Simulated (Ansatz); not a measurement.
BGeH₅Se (`B[Se][GeH3]`). Total charge 0; spin multiplicity 1. Geometry: relaxed with PBE0-D4/def2-TZVP.

```xyz
8

B     0.606   -1.515   -0.857
Se    1.203   -0.554    0.673
Ge   -0.429    1.165    0.693
H    -0.358   -1.173   -1.470
H     1.246   -2.474   -1.160
H    -0.071    2.212   -0.371
H    -0.397    1.797    2.090
H    -1.799    0.542    0.402
```

Problem. What is the dipole moment at PBE/def2-TZVPP? (Estimate.)

Solution. The calculation gave: 1.25 D, with components (-0.68, 1.01, 0.30) D in this frame, pointing from negative to positive charge.

Problem. And with r2SCAN, B3LYP, ωB97M-V? (Estimate.)

Solution. Ansatz gave: r2SCAN 1.25 D, B3LYP 1.21 D, ωB97M-V 1.26 D.

Problem. Give the Mulliken charges with PBE, r2SCAN, B3LYP in def2-TZVPP. (Estimate.)

Solution. Computed: 
| atom | PBE | r2SCAN | B3LYP |
| --- | --- | --- | --- |
| B1 | -0.13 | -0.09 | -0.14 |
| Se2 | -0.10 | -0.12 | -0.12 |
| Ge3 | 0.15 | 0.19 | 0.15 |
| H4 | 0.02 | 0.01 | 0.04 |
| H5 | 0.03 | 0.01 | 0.05 |
| H6 | 0.01 | 0.00 | 0.01 |
| H7 | 0.01 | 0.00 | 0.01 |
| H8 | 0.01 | 0.00 | 0.01 |

B3LYP here is the variant with VWN-RPA as its local correlation; programs differ in this.
